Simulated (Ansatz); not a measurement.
HBN (SMILES [B]=N), doublet (typed; the unrestricted solution is spin-contaminated), geometry from GFN2-xTB; HF/6-31G in Ansatz (a first-principles code).

Here is a job for Ansatz.
Ansatz 0.2 input:
```yaml
crystal:
  periodic: [false, false, false]
  atoms:
    - {symbol: B, position_ang: [-0.00000000, -0.00000000, -0.84064362]}
    - {symbol: N, position_ang: [0.00000000, 0.00000000, 0.40129173]}
    - {symbol: H, position_ang: [0.00000000, 0.00000000, 1.39417598]}
basis:
  gaussian:
    orbitals: 6-31G
hamiltonian:
  xc: hf
magnetization: {spin_polarized: true, initial_magnetization: 1}
```

Problem. What does Ansatz print? Leave out banner, timings and long lists.

Solution. 
```
Functional definition: HF
290 factors; integrals over basis functions are off by at most 1.8e-4 eV
mean field evaluation 1: about -2163.0596 eV, gradient 2.5e1 eV
mean field evaluation 2: about -2163.0630 eV, gradient 2.5e1 eV
mean field evaluation 4: about -2166.4203 eV, gradient 2.7e0 eV
mean field evaluation 8: about -2166.6610 eV, gradient 2.6e-1 eV
mean field evaluation 16: about -2164.1541 eV, gradient 1.4e0 eV
mean field -2166.66380240 eV, -79.6234261206 hartree, gradient 3.1e-5 eV, S^2 0.879277; 0 other end points of the search recorded, 0 dependent functions left out
reference -2166.66380240 eV, -79.6234261206 hartree; 7, 6 occupied and 13, 14 virtual orbitals, 290 factors
Total energy: -2166.66380240 eV, -79.6234261206 hartree
```
